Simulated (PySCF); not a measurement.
GeHF3, SMILES [F][GeH]([F])[F]. Geometry optimised at TPSSh-D3(BJ)/def2-SVP.

Computed equilibrium geometry at TPSSh-D3(BJ)/def2-SVP (PySCF confirms it by a frequency run) as bond lengths and angles, and its point group:
point group C3v.
Atoms: Ge1 F2 F3 F4 H5. Bonded distances (Å): Ge1–F2 1.721, Ge1–F3 1.721, Ge1–F4 1.721, Ge1–H5 1.518. Bond angles (°): F2–Ge1–F3 106.6, F2–Ge1–F4 106.6, F2–Ge1–H5 112.3, F3–Ge1–F4 106.6, F3–Ge1–H5 112.3, F4–Ge1–H5 112.3.
Charge 0, spin multiplicity 1.
